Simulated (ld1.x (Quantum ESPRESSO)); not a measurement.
The numbers below are computed, except where a source is named.
Potentials for Bi compared

Generated with ld1.x 7.5 (TM, RRKJ, ultrasoft, PAW), atompaw 4.2 or ONCVPSP 4.0.1. The cutoff is in Ry: for ld1.x and atompaw files where the sum of valence levels is converged to 10 mRy in a Bessel basis, for ONCV files where the hardest occupied wave has 1 mHa per electron of residual kinetic energy. The error is the largest all-electron minus pseudo excitation energy over each file’s own four to seven test configurations (ionisations up to +4, promotions, holes and added fractions of an electron), all of which were solved. The labels leave out finer settings (local radius, basis sizes, second energies), which also bear on the numbers. Spin-polarised tests are not counted. The rows are a selection from randomly drawn settings: files with unsolved tests, undetermined cutoffs or missed reference levels are left out.

A true bound ghost makes a file unfit for plane-wave use even where its test errors are small: the radial tests pick states by their node count and pass the ghost by.

| potential | cutoff (Ry) | largest error (meV) | bound ghosts |
| --- | --- | --- | --- |
| ultrasoft, BP86, scalar-relativistic, rc 1.85/2.50/1.60 (spd), local smoothed, core correction yes, reference 5d10 6s2 6p2.5 | 50 | -125 | none |
| TM, PBEsol, fully relativistic, rc 1.50/1.75 (sp), local s, core correction yes, reference 6s1 6p4 | 70 | -636 | p1/2, p3/2 |
| TM, PBE, fully relativistic, rc 1.38/1.48/1.52 (spd), local s, core correction no, reference 6s2 6p3 | 230 | +327 | p3/2, p1/2 |
| TM, PBEsol, scalar-relativistic, rc 1.45/2.10/1.75 (spd), local s, core correction yes, reference 5d10 6s2 6p1 | 70 | -273 | none |
| TM, LDA (PZ), fully relativistic, rc 1.95/2.15/2.30 (spd), local s, core correction yes, reference 6s2 6p2 | 25 | -141 | d3/2, d5/2 |
| TM, PBE, scalar-relativistic, rc 2.00/2.40 (sp), local s, core correction yes, reference 6s2 6p2 | 25 | -679 | d |

Fill in the row for Bi: TM, LDA (PZ), scalar-relativistic, rc 1.95/1.85/1.10 (spd), local p, core correction yes, reference 5d10 6s2 6p0.

cutoff 90 Ry, largest error -268 meV, bound ghosts: s.
